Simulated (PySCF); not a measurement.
Compound: C6H8ClF (charge +1 and doublet state).
Atom-mapped SMILES: `[CH2+:1][CH:2][CH2:3]/[C:4](=[CH:5]/[F:6])[CH2:7][Cl:8]` (hydrogens: H9, H10 on C1; H11 on C2; H12, H13 on C3; H14 on C5; H15, H16 on C7)

Cartesian coordinates in Å at the GFN2-xTB level; atoms count from 1:
```xyz
16
C6H8ClF angstrom
C      2.801    0.354   -0.105
C      1.577    0.178    0.416
C      0.444   -0.388   -0.353
C     -0.917    0.049    0.039
C     -1.134    1.250    0.627
F     -2.351    1.648    0.925
C     -2.079   -0.845   -0.238
Cl    -1.688   -2.216   -1.301
H      3.617    0.725    0.491
H      3.023    0.126   -1.135
H      1.396    0.404    1.458
H      0.591   -0.222   -1.430
H      0.463   -1.490   -0.269
H     -0.375    1.983    0.867
H     -2.474   -1.257    0.699
H     -2.902   -0.289   -0.703
```

The hyperfine couplings belong to this conformer and change with its torsions.

The calculation used UKS B3LYP, pcH-1 on C Cl F H, non-relativistic, mean-field spin-orbit, GIAO in PySCF. Geometry: GFN2-xTB, one conformer, isolated ion. Couplings are sensitive to structure, and on GFN2-xTB geometries they can be far from those on DFT ones, by a factor of two or more for some ions and for spin on atoms past the first row. The SCF solution wasn't tested for stability.

Give the isotropic g value and a_iso(19F) at F6.

g_iso = 2.00886 and a = +74.47 MHz, or +2.649 mT (Mulliken spin population +0.06).

For one electron spin and this one nucleus (I = 1/2, g_N = 5.2577), compare first-order, second-order and exact resonance fields at 9.675 GHz.

B0 = hν/(g μB) = 344.104 mT and a/B0 = 0.0077. B(1) = B0 − a·mI, B(2) = B(1) − a²[I(I+1) − mI²]/(2B0); the exact values solve the Breit–Rabi equation, nuclear Zeeman term included.

```
  mI  first order (mT)  second order (mT)  exact (mT)  exact − first order
−1/2           345.429            345.424     345.424               -0.005
+1/2           342.780            342.775     342.775               -0.005
```

Give the zero-field levels of this pair of spins.

F = I ± 1/2 = 1 and 0, at a·I/2 = +18.6 MHz and −a(I+1)/2 = -55.9 MHz, that is |a|(I + 1/2) = 74.5 MHz apart; F = 0 lies lower.

Other couplings of abundant isotopes, left aside here: 2 × 1H 134 MHz, 2 × 1H 71 MHz, 1 × 1H 24 MHz, 1 × 1H 14 MHz, 1 × 1H 13 MHz, 1 × 1H 5 MHz, 1 × 35Cl 5 MHz.

Nuclei that the bonding pattern makes equivalent are averaged, as if the motion that swaps them (rotation, inversion, ring flip) were fast. H9 and H10 aren't averaged: C1 is flat or nearly so (angle sum 360°), and its turn about the short C1–C2 bond (1.34 Å) is taken as slow. The 1H value of +134.4 MHz is a mean of couplings from 114.7 to 154.1 MHz in this one geometry, not an average over conformers.
